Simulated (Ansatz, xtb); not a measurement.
Diatomic SbTe, multiplicity 2 (lowest of 2S+1 = 2, 4 at CCSD(T)/def2-TZVPP on PBE0 minima; our sources give no spin for the ground state, which may be another). No spin–orbit coupling. The T1 diagnostic near the minimum is 0.048, so single-reference values are doubtful.

Constants: fifth-degree fit in 1/R to seven points, most abundant isotopes. In def2 and cc sets the state is the lowest found near the PBE0 minimum, followed along R.

Run with Ansatz (a first-principles code); xtb for the GFN methods. Values without a source in brackets are computed. In def2 rows elements past Kr take small-core potentials, without spin–orbit coupling. The GFN methods have no spin term and hold the electronic entropy of 300 K.

```json
[
 {"level": "GFN1-xTB", "r_e (Å)": "2.562", "ω_e (cm⁻¹)": "329", "B_e (cm⁻¹)": "0.0410", "α_e (cm⁻¹)": "9.8e-5", "dipole (D)": "-"},
 {"level": "GFN2-xTB", "r_e (Å)": "2.592", "ω_e (cm⁻¹)": "266", "B_e (cm⁻¹)": "0.0401", "α_e (cm⁻¹)": "0.00012", "dipole (D)": "-"},
 {"level": "SVWN5/def2-TZVPP", "r_e (Å)": "2.524", "ω_e (cm⁻¹)": "264", "B_e (cm⁻¹)": "0.0423", "α_e (cm⁻¹)": "9.2e-5", "dipole (D)": "0.88"},
 {"level": "PBE/def2-TZVPP", "r_e (Å)": "2.558", "ω_e (cm⁻¹)": "253", "B_e (cm⁻¹)": "0.0411", "α_e (cm⁻¹)": "9.4e-5", "dipole (D)": "1.01"}
]
```
